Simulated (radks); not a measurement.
The numbers below are computed, except where a source is named.
Initial-state core-level shifts of the tin ion Sn2+ when its valence configuration changes from [Kr] 4d10 5s2. Level of theory: scalar-relativistic Kohn-Sham, PBEsol, spin-polarised, spherical densities, finite nucleus; open shells are filled with parallel spins first (spin-orbit coupling, left out, can overturn this in heavy ions); Fermi nuclear charge, rms radius 4.6519 fm (a radial shooting solver on a logarithmic mesh with Libxc functionals). Shifts are changes of the shell-averaged eigenvalues in eV (positive: less bound); the change of the density at the nucleus, which sets a Mossbauer isomer shift, is in e/bohr^3, on a base of 1.963e+05.

valence                2p       3s       3d       4p  density at nucleus
4d10 5s1 5p1       -1.327   -1.362   -1.357   -1.369              -46.44
4d10 5s1.5 5p0.5   -0.703   -0.719   -0.716   -0.719              -22.83
4d9.5 5s2 5p0.5    -4.359   -4.232   -4.261   -3.611               +8.77
4d9 5s2 5p1        -8.758   -8.486   -8.548   -7.183              +17.95
4d8 5s2 5p2       -17.699  -17.080  -17.217  -14.222              +37.33
4d8.5 5s2 5p1.5   -13.203  -12.768  -12.865  -10.718              +27.49
4d10 5p2           -2.745   -2.808   -2.800   -2.805              -93.79
4d9.5 5s1.5 5p1    -5.005   -4.895   -4.922   -4.272              -15.27
4d9 5s1.5 5p1.5    -9.356   -9.102   -9.162   -7.792               -7.34
